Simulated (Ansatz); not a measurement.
C$_{2}$H$_{6}$N, charge -1, singlet, at a GFN2-xTB geometry (a gas-phase anion, which may not be bound at this level), atoms displaced at random by about 0.1 Å a coordinate. Base run: PBE0/def2-SV(P) (Ansatz, an electronic-structure program).

Input for Ansatz:
Ansatz 0.2 input:
```yaml
crystal:
  periodic: [false, false, false]
  atoms:
    - {symbol: C, position_ang: [0.09568593, -0.25450394, 1.21869151]}
    - {symbol: N, position_ang: [-0.08011086, 0.71178806, 0.01198248]}
    - {symbol: C, position_ang: [0.03760769, -0.13831165, -1.31214516]}
    - {symbol: H, position_ang: [0.12899691, 0.45444305, 1.99765358]}
    - {symbol: H, position_ang: [-1.08605095, -0.71842820, 1.40429124]}
    - {symbol: H, position_ang: [0.90281864, 1.00813202, 0.30182316]}
    - {symbol: H, position_ang: [0.80307077, -1.08354028, -1.12736108]}
    - {symbol: H, position_ang: [0.04392781, 0.38374737, -1.97150158]}
    - {symbol: H, position_ang: [-1.04403072, -0.66911518, -1.09567857]}
basis:
  gaussian:
    orbitals: def2-SV_P_.json
hamiltonian:
  xc: pbe0
total_charge: -1
relax: {}
```
The basis file holds def2-SV(P) in the JSON format of the Basis Set Exchange.

Each row names what was changed in the base input (with any setting that the change needs).

```tsv
change	ΔE vs base (µEh)	optimiser steps	core-seconds (rough)
base	0.0	9	20
relax = f_tol: 0.05	1.0	7	20
relax = f_tol: 0.0005	-0.4	12	30
relax = f_tol: 0.1	42.0	5	10
relax = max_displacement: 0.5	-0.3	10	20
relax = max_displacement: 0.02	-0.4	25	60
relax = f_tol: 0.002	-0.4	11	30
```

A gas-phase anion may not be bound at this level; its values then depend on the basis.
